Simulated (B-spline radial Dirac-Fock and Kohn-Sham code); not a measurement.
# Pm⁶⁺: non-radiative channels of the N2 vacancy

System: promethium as Pm⁶⁺, configuration [Kr] 4d10 4f3 5s2 5p4.

Input file task.json (cfg lists n, l and occupation; rrms is the nuclear radius in fm):

```json
{"items": [{
  "Z": 61,
  "q": 6,
  "cfg": [[1, 0, 2], [2, 0, 2], [2, 1, 6], [3, 0, 2], [3, 1, 6], [3, 2, 10], [4, 0, 2], [4, 1, 6], [4, 2, 10], [4, 3, 3], [5, 0, 2], [5, 1, 4]],
  "A": 145,
  "rrms": 4.962,
  "do": ["binding", "quiet", "decay"],
  "holes": ["K", "L1", "L2", "L3", "M1", "M2", "M3", "M4", "M5", "N1", "N2", "N3", "N4", "N5"]
}]}
```

Run with: `python xray_run.py task.json out`

These are calculated numbers from a B-spline atomic structure program; the model is a relativistic independent-particle model: LDA orbitals of the hole state, radiative multipoles to third order, Auger rates from the Coulomb interaction with a continuum orbital, Dirac-Fock energies. Kinetic energies are configuration averages from the vacuum level; the two-hole energies are estimated from single-hole states.

```
transition  kinetic energy (eV)  width (meV)  share (%)
   N2-N4O1                 0.64          616       14.3
   N2-N5O1                 5.11          100        2.3
   N2-N4O2                23.47          316        7.3
   N2-N4N7                25.74         1270       29.4
   N2-N4N6                26.10          598       13.9
   N2-N5O2                27.83          283        6.6
   N2-N4O3                28.22          627       14.6
   N2-N5N6                29.75          159        3.7
   N2-N5N7                30.94         41.3        1.0
   N2-N5O3                32.71         73.4        1.7
   N2-O1O2                128.2         21.1        0.5
   N2-N6O1                133.1         15.3        0.4
   N2-O2O3                153.8         24.6        0.6
   N2-N6O2                155.8         39.7        0.9
   N2-N7O2                156.3         65.2        1.5
   N2-N6O3                160.6         14.5        0.3
```

Coster-Kronig rates are the weakest part of this model and often come out 1.5 to 2.5 times too large. Super-Coster-Kronig decay this fast strains the one-particle picture, and such widths tend to come out too large. Channels within a few eV of threshold rest on estimated energies and may be closed in reality. The listed channels hold 99 % of the non-radiative rate. Summed by principal shells, of 4.31 eV in all: NNO 50.3 %, NNN 48.3 %, NOO 1.4 %.
